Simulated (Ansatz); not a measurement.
Program: Ansatz. Geometries: PBE0-D4/def2-TZVP. ΔE: electronic, gas phase. CCSD(T)/CBS adds triple-zeta CCSD(T) − MP2 to the extrapolated MP2 energy (def2 sets, frozen cores). DFT in def2-TZVPP. B3LYP here is the variant with VWN-RPA as its local correlation; programs differ in this. For Se outer-core shells are correlated without core-valence functions, which leaves a few kJ/mol of doubt a bond. Scalar relativity is left out up to krypton. One conformer a species, not always the lowest.

Consider the formal exchange of groups at the Se–C bond: `CC[Se][SiH2]C` + `BCOC` → `B[Se][SiH2]C` + `CCCOC`.

```
   level  ΔE (kcal/mol)
B3LYP-D4          -23.4
 ωB97M-V          -24.0
```

Problem. What does CCSD(T)/CBS give? (An estimate is asked.)

Solution. Ansatz gave: -25.5 kcal/mol. The listed levels differ from it by 2.1, 1.5 kcal/mol.

Largest T1 diagnostic among the species: 0.012.

In def2-TZVPP, CCSD(T) changes the Hartree–Fock value by −1.3 kcal/mol (the triples alone add −0.3 kcal/mol) and MP2 by −1.3 kcal/mol.
